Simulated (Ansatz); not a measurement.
**Question.** Name a neutral molecule of C, Cl, F, N, Si and H with HOMO energy (PBE/def2-TZVPP) between -6.40 and -6.10 eV and zero-point energy (PBE0-D4/def2-TZVP) between 59 and 75 kJ/mol (Ansatz, PBE0-D4/def2-TZVP geometry).

**Answer.** `FC1=N[SiH]1Cl` (-6.38 eV, 59.8 kJ/mol). Other molecules can fit too; these were computed, each in one conformer that needn't be the lowest.
